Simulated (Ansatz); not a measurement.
Total energies of `[NH2][GaH][AlH2]`.

```xyz
8

N     1.7832    0.3074    0.3357
Ga    0.1094   -0.2710    0.7724
Al   -1.7638   -0.0879   -0.8926
H     2.5668    0.2570    0.9658
H     2.0447    0.7113   -0.5471
H     0.0548   -0.8498    2.2390
H    -2.7019    1.1985   -0.9586
H    -2.0932   -1.2655   -1.9146
```

Total charge 0; spin multiplicity 1. Correlated methods include outer-core shells of Ga, which these sets cover unevenly. Scalar relativity is left out up to krypton. Geometry: relaxed with PBE0-D4/def2-TZVP. It is one conformer, not always the lowest. Basis def2-TZVPP, the Gaussian-basis code of Ansatz.

RPA on PBE orbitals: Hartree–Fock energy of these orbitals -2222.50153 Eh, correlation -0.89531 Eh (frozen core).

```tsv
functional	energy without D4 (Eh)	D4 term (kJ/mol)
LDA (SPW92)	-2220.49704	–
BLYP	-2225.11938	-27.4
PBE0	-2224.63278	-11.0
r2SCANh	-2224.98120	-3.3
r2SCAN0	-2224.95842	-3.7
HSE06 (plane-wave form)	-2224.62266	-10.5
BHLYP	-2225.01099	-18.9
ωB97X-V	-2224.83417	–
ωB97M-V	-2224.91288	–
B2PLYP	-2224.54030	–
```

Task: Give the same for PBE, revPBE, r2SCAN, B97M-V, B3LYP, CAM-B3LYP, LC-ωPBE, PBE-QIDH. (Best estimate.)

Result: The calculation gave: 
```
functional  energy without D4 (Eh)  D4 term (kJ/mol)
       PBE             -2224.56445             -12.9
    revPBE             -2224.85940             -33.2
    r2SCAN             -2224.99730              -3.0
    B97M-V             -2224.63915                 –
     B3LYP             -2225.15172             -21.0
 CAM-B3LYP             -2225.16784             -11.5
   LC-ωPBE             -2224.70415                 –
  PBE-QIDH             -2224.19911                 –
```

B3LYP takes the VWN-RPA correlation (the form of Gaussian; ORCA's B3LYP/G). HSE06 is the plane-wave form, built on full-range PBE exchange. The double hybrids freeze the cores in their second-order part.

LC-ωPBE has ω = 0.4 bohr⁻¹.
